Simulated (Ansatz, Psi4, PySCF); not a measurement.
C$_{4}$H$_{7}$ (SMILES [CH-]=C(C)C), charge -1, singlet, geometry from GFN2-xTB (in this run its highest filled SCF level lies above zero, so its values depend strongly on the basis, on diffuse functions most of all). Base run: MP2/STO-3G run with PySCF.

PySCF was given this input:
```python
from pyscf import gto, scf, mp

mol = gto.Mole()
mol.atom = '''
    C    -0.017079    0.137684    1.567119
    C    -0.002588    0.015899    0.238727
    H    -0.019375   -0.900336    2.055516
    C     0.003309    1.253666   -0.640106
    H    -0.005779    2.152562   -0.023252
    H     0.893269    1.292935   -1.287774
    H    -0.872859    1.287990   -1.306587
    C     0.010311   -1.253978   -0.638358
    H     0.006195   -2.152814   -0.015777
    H    -0.867325   -1.302457   -1.302631
    H     0.902155   -1.297503   -1.283782
'''
mol.basis = 'sto-3g'
mol.charge = -1
mol.spin = 0
mol.verbose = 4
mol.build()

mf = scf.RHF(mol)
mf.kernel()

pt = mp.MP2(mf)
pt.kernel()
print('E(MP2) = %.10f' % pt.e_tot)
```

The same geometry, method and basis name were run in Ansatz (a first-principles code) and Psi4 and PySCF, at each program's defaults and at the settings that a row names. The base is PySCF at its defaults. Differences at the defaults can come from grids, fitting, cores and function types together.

```tsv
code and settings	ΔE vs base (µEh)	basis functions	E (Eh)	SCF cycles
PySCF, defaults (exact integrals, spherical functions, all electrons correlated)	0.0	27	-153.61597	9
Psi4, defaults (density fitting with its default set, spherical functions, all electrons correlated)	___	27	___	11
Ansatz, defaults (factorised integrals, spherical functions, frozen core)	1765	27	-153.61420	-
PySCF, frozen core	1745	27	-153.61422	9
Psi4, exact integrals, spherical functions, frozen core	1745	27	-153.61422	11
Ansatz, high accuracy, frozen core	1745	27	-153.61422	-
```

Fill in the missing entries.


- Psi4, defaults (density fitting with its default set, spherical functions, all electrons correlated), ΔE vs base (µEh): -448
- Psi4, defaults (density fitting with its default set, spherical functions, all electrons correlated), E (Eh): -153.61642
